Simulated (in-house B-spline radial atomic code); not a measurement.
Configurations of Zr IV (Zr3+), with energies counted from [Kr] 4d1. Computed with a B-spline radial code for spherical atoms: scalar-relativistic (X2C) r2SCAN0, spin-polarised, spherical fractional occupations, exact exchange averaged over the configuration, Fermi nucleus of rms radius 4.2694 fm. Shells without spins written out take the highest spin.

Occupations are held fixed; configurations that lie above the ionisation limit could autoionise.

| configuration | E - E(ref) (eV) | highest orbital | its <r> (bohr) |
| --- | --- | --- | --- |
| [Kr] 5p1 | 10.209 | 5p up | 3.325 |
| [Ar] 3d10 4s2 4p5 4d2 | 30.218 | 4d up | 1.765 |
| [Ar] 3d10 4s2 4p5 4d1 5s1 | 36.211 | 5s up | 2.812 |
| [Ar] 3d10 4s2 4p5 4d1 5p1 | 42.075 | 5p up | 3.247 |
| [Ar] 3d9 4s2 4p6 4d1 5s1 | 190.67 | 5s up | 2.775 |

Question: Order these further configurations by energy, lowest first.
A. [Kr] 5f1
B. [Ar] 3d9 4s2 4p6 4d1 4f1
C. [Ar] 3d9 4s2 4p6 4d1 5p1
D. [Ar] 3d9 4s2 4p6 4d1 5f1
E. [Kr] 5s1

Answer: E (4.6203 eV), A (24.584 eV), C (196.59 eV), B (206.54 eV), D (211.62 eV).

Question: How far above the reference does [Ar] 3d10 4s2 4p5 4d1 4f1 lie?

Answer: 51.63 eV; its least bound orbital is 4f up with <r> = 3.752 bohr.
